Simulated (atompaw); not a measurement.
**gallium PAW (atompaw): all-electron and pseudo phase curves**

Ga, PAW, made with atompaw 4.2.0.5 (LDA (PW92), scalar-relativistic). Core [Ne] 3s2, reference 3p6 3d10 4s1.5 4p0 (charge +1.5). Waves: 4s (bound): rc 1.45 bohr; 4s channel at -1.2 Ry: rc 1.45 bohr; 3p (bound): rc 0.95 bohr; 4p (bound, empty): rc 0.95 bohr; 3d (bound): rc 1.45 bohr; 3d channel at -2.05 Ry: rc 1.45 bohr. Local part: ultrasoft scheme with l = 3 at 1 Ry, radius 1.05 bohr. Core correction: smooth core density matched at 1.00 bohr. Augmentation charge: besselshape compensation charge, radius 1.15 bohr; PAW radius 1.45 bohr; waves and projectors: custom rrkj vanderbiltortho.

The phase is arctan(r·u′/u) with u = r·R(r), unwrapped; energies in Ry, scanned from -10 to 5 Ry. A pole is an energy at which the radial function vanishes at the test radius. The pseudo phase is shifted by a multiple of π to meet the all-electron one at the reference energy, and phase errors are pseudo minus all-electron; the curves can meet again beyond the range given. Levels narrower than the energy grid can be missing from the lists of poles.

| channel | radius (bohr) | reference energy (Ry) | poles, all-electron | poles, pseudo | unbroken range about the reference energy with phases within 0.05 rad | phase error 1 Ry above the reference energy (rad) |
| --- | --- | --- | --- | --- | --- | --- |
| s | 1.45 | -1.58 | none | none | the whole range | -0.000 |
| p | 1.45 | -1.00 | -7.93 | -7.93 | the whole range | -0.000 |
| d | 1.45 | -2.47 | -1.71 | -1.71 | below 3.8 | +0.000 |

Note: ghost state, extra bound levels that the all-electron valence spectrum of the same l lacks: s at -159.5 eV. A true bound ghost makes a file unfit for plane-wave use.

Phases in the s channel:

```tsv
E (Ry)	all-electron	pseudo
-10.00	1.372	1.373
-9.52	1.355	1.355
-9.04	1.340	1.340
-8.56	1.326	1.326
-8.08	1.312	1.312
-7.60	1.298	1.298
-7.12	1.282	1.282
-6.64	1.266	1.266
-6.16	1.248	1.248
-5.68	1.227	1.227
-5.20	1.204	1.204
-4.72	1.177	1.177
-4.24	1.145	1.145
-3.76	1.107	1.107
-3.28	1.061	1.061
-2.80	1.002	1.002
-2.32	0.928	0.928
-1.84	0.829	0.829
-1.36	0.697	0.697
-0.88	0.515	0.515
-0.40	0.272	0.272
0.08	-0.028	-0.028
0.56	-0.344	-0.344
1.04	-0.621	-0.621
1.52	-0.835	-0.836
2.00	-0.993	-0.993
2.48	-1.108	-1.109
2.96	-1.195	-1.196
3.44	-1.262	-1.263
3.92	-1.315	-1.316
4.40	-1.357	-1.359
4.88	-1.393	-1.394
```
